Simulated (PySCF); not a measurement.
## Name the molecule from its bond curve

A diatomic of charge +1 contains I. Its singlet curve at RHF-SCS-MP2 in a double-zeta basis (spin-free X2C with a Gaussian nucleus, PySCF), in eV from the separated fragments:

| R (Å) | E (eV) |
| --- | --- |
| 2.006 | -2.235 |
| 2.100 | -3.068 |
| 2.193 | -3.523 |
| 2.263 | -3.684 |
| 2.333 | -3.728 |
| 2.403 | -3.684 |
| 2.496 | -3.525 |
| 2.613 | -3.217 |
| 2.753 | -2.757 |
| 2.940 | -2.084 |

The fit gives ωe = 464 cm⁻¹ and the rotational constant Bₑ = 0.1355 cm⁻¹.

Question: Which atom is the partner?

Answer: The minimum lies at 2.330 Å, so the reduced mass is 16.8576 u Å² cm⁻¹/(Bₑ·Re²) = 22.92 u. With I at 126.90 u the partner weighs about 28.0 u: Si. The molecule is SiI⁺.

Correlated steps freeze 23 core orbitals. Spin–orbit coupling is left out.
